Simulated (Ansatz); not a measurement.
This triplet lies 0.24 eV above the relaxed singlet at the level composite: frozen-core CCSD(T) with HF/cc-pVQZ and the correlation energy extrapolated as X^-3 from cc-pVTZ and cc-pVQZ, plus CCSDT(Q) minus CCSD(T) in cc-pVDZ // PBE0-D3(BJ)/def2-TZVP (Ansatz, a quantum-chemistry and plane-wave program); other levels give the other order.

A geometry relaxed with PBE0-D3(BJ)/def2-TZVP in Ansatz, charge 0, multiplicity 3:

```xyz
5

Ge     1.4655    -0.6149     0.0237
H     -1.9125    -1.2350     0.0945
Al    -0.8866    -0.0346     0.0127
H     -1.3129     1.4909    -0.0687
H      2.6465     0.3937    -0.0623
```

Problem. Write the SMILES of this molecule.

Solution. `[AlH2][GeH]`
